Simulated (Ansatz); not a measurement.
`[SiH3]N([SiH3])[Si]S` + `CC` → `CC[Si]S` + `[SiH3]N[SiH3]`  (formal exchange of groups at the Si–N bond)

Gas-phase electronic energies from Ansatz, PBE0-D4/def2-TZVP geometries. CCSD(T)/CBS adds triple-zeta CCSD(T) − MP2 to the extrapolated MP2 energy (def2 sets, frozen cores). This one scheme is used for every species. Functionals use def2-TZVPP. HSE06 is defined as in plane-wave codes. Each species was taken in one conformer, which may not be the lowest.

| level | ΔE (kJ/mol) | difference from CCSD(T)/CBS |
| --- | --- | --- |
| BLYP-D4 | 113.1 | 5.4 |
| r2SCAN-D4 | 108.6 | 0.9 |
| PBE0-D4 | 106.6 | -1.1 |
| r2SCANh-D4 | 108.1 | 0.4 |
| HSE06-D4 | 106.6 | -1.1 |
| CAM-B3LYP-D4 | 107.3 | -0.4 |
| ωB97M-V | 107.1 | -0.6 |
| B2PLYP | 105.2 | -2.5 |
| PBE-QIDH | 106.6 | -1.1 |
| PBE | 100.1 | -7.6 |
| BLYP | 97.7 | -10.0 |
| r2SCAN | 106.7 | -1.0 |
| SCS-MP2/def2-TZVPP | 110.1 | 2.4 |
| CCSD(T)/def2-TZVPP | 108.6 | 0.9 |
| MP2/def2-QZVPP | 113.0 | 5.3 |
| CCSD/CBS(def2) | 103.8 | -3.9 |
| CCSD(T)/CBS | 107.7 | 0 |

(1) What do rigid-rotor, harmonic-oscillator terms from PBE0-D4/def2-TZVP frequencies (298.15 K, 1 bar) make of the CCSD(T)/CBS value? (Best estimate.)

Largest T1 diagnostic among the species: 0.014.

Answers

(1) Computed: ΔZPE = -2.9 kJ/mol, ΔH = +105.0 kJ/mol, ΔS = 42 J/(mol·K), ΔG = +92.4 kJ/mol. Modes under 50 cm⁻¹ make the entropy rough.

The D4 term adds +12.8 kJ/mol with B3LYP and +7.0 kJ/mol with PBE0; it sums over pairs of atoms, weighted by their polarisabilities, and B3LYP, whose exchange is more repulsive, gets the larger term. Leaving LDA and LC-ωPBE aside and taking each functional with its dispersion term where it has one, the values, not all of them listed here, spread over 8.9 kJ/mol, from ωB97X-V to BLYP-D4. LDA lies +8.0 kJ/mol from PBE without D4. In def2-TZVPP, CCSD(T) changes the Hartree–Fock value by +14.0 kJ/mol (the triples alone add +3.9 kJ/mol) and MP2 by +18.8 kJ/mol.

B3LYP here is the variant with VWN-RPA as its local correlation; programs differ in this.
